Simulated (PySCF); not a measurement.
FH₂NTe, SMILES N[Te]F. Atoms are numbered in the order given.

```xyz
5

Te     0.3314     0.0505     0.0000
F     -1.0875     1.3710     0.0000
N     -0.7123    -1.6142     0.0000
H     -1.2285    -1.8317     0.8404
H     -1.2285    -1.8317    -0.8404
```

Coordinates come from a r2SCAN-D4/def2-TZVP optimisation. The def2 effective core potentials stand for the cores of Te; spin–orbit coupling is left out. The values are those of a single conformer.

All values below come from r2SCAN/def2-TZVPD run with PySCF.

The molecule is in vacuum.

| Property | Value |
|---|---|
| total energy | -423.92724 hartree |
| point group | Cs |
| highest occupied level | -5.40 eV |
| lowest empty level | -2.39 eV |
| orbital gap | 3.01 eV |
| dipole moment | 2.14 D |
| quadrupole, principal values (traceless, Buckingham form, about the centre of nuclear charge) | -7.84, -1.16, 8.99 D·Å |
| mean static polarisability | 50.4 bohr³ (7.46 Å³) |
| polarisability, principal values | 46.3, 48.2, 56.6 bohr³ |
